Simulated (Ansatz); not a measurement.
Pb₅⁺, relaxed as a doublet with UKS r2SCAN-D4/def2-SVP in Ansatz, starting from the GFN1-xTB geometry. Force threshold 0.02 eV/Å.

In the def2 sets Pb takes a core potential; there is no spin–orbit coupling. The relaxation made no stability test and no search for a lower SCF solution. The structure comes from a short search, and lower isomers may exist.

Start:

Cartesian coordinates in Å:
```
Pb 2.096 0.921 -1.075
Pb -0.869 -1.177 -0.787
Pb -0.886 1.627 -1.695
Pb 0.588 0.562 1.434
Pb -0.930 -1.933 2.123
```

Q: Estimate the energy that the relaxation releases and the steps that it takes.

A: 1.5 kJ/mol, in 4 steps; 29 s on 4 threads of Arm Neoverse V1 on a shared host. No frequencies were taken in this run, so the end may be a saddle point.

Q: Does the start keep its bonding and symmetry?

A: By distances, no bond broke or formed. The bond that changes most is Pb1–Pb2, from 3.64 to 3.55 Å (atoms count from 1). Point group C2 at the start, C2 at the end, both within 0.05 Å.

Q: Predict the relaxed structure.

A: 
```xyz
5

Pb    2.095    0.829   -1.110
Pb   -0.799   -1.208   -0.806
Pb   -0.902    1.682   -1.632
Pb    0.518    0.625    1.442
Pb   -0.912   -1.928    2.105
```
Bond lengths (bridged metal pairs left out): 6 × Pb–Pb 3.00 to 3.19 Å.
